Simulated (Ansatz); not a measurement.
BClH₆O₂Si₂ (`[SiH3]OB(Cl)O[SiH3]`), 12 atoms. Charge 0, multiplicity 1. All runs use 4 threads of an Arm Neoverse V2 on a shared host. Correlated methods freeze the cores.

(1) How many basis functions does each run have, and how long does it take in Ansatz? RKS ωB97M-V/def2-TZVPP energy and forces; RKS ωB97M-V/def2-QZVPP energy; RKS PBE0-D4/def2-TZVP relaxation (12 steps); direct RPA on PBE orbitals/def2-TZVPP energy; RHF-MP2/def2-QZVPP energy; RKS B2PLYP (frozen core)/def2-TZVPP energy; RKS HSE06 (plane-wave form)-D4/def2-TZVPP energy; RKS PBE0-D4/def2-TZVPP energy; RKS ωB97M-V/def2-SVP energy; RKS PBE0-D4/def2-SVP energy; RKS PBE0-D4/def2-QZVPP energy; RKS PBE0-D4/def2-TZVP frequencies. (An estimate is asked.)

## Answers

(1) Computed: Other jobs shared the machine, so times are rough.

| level | job | functions | wall time | peak host memory (GiB) |
| --- | --- | --- | --- | --- |
| RKS PBE0-D4/def2-SVP | energy | 126 | 2 s | 0.28 |
| RKS PBE0-D4/def2-TZVPP | energy | 303 | 6 s | 1 |
| RKS HSE06 (plane-wave form)-D4/def2-TZVPP | energy | 303 | 6.5 s | 1.1 |
| RKS ωB97M-V/def2-SVP | energy | 126 | 7.5 s | 0.44 |
| direct RPA on PBE orbitals/def2-TZVPP | energy | 303 | 9.5 s | 0.82 |
| RKS B2PLYP (frozen core)/def2-TZVPP | energy | 303 | 10 s | 0.93 |
| RKS PBE0-D4/def2-QZVPP | energy | 561 | 18 s | 2.8 |
| RKS ωB97M-V/def2-TZVPP | energy and forces | 303 | 21 s | 1.4 |
| RKS ωB97M-V/def2-QZVPP | energy | 561 | 39 s | 3 |
| RHF-MP2/def2-QZVPP | energy | 561 | 41 s | 4.1 |
| RKS PBE0-D4/def2-TZVP | relaxation (12 steps) | 240 | 74 s | 0.8 |
| RKS PBE0-D4/def2-TZVP | frequencies | 240 | 5 min | 0.8 |
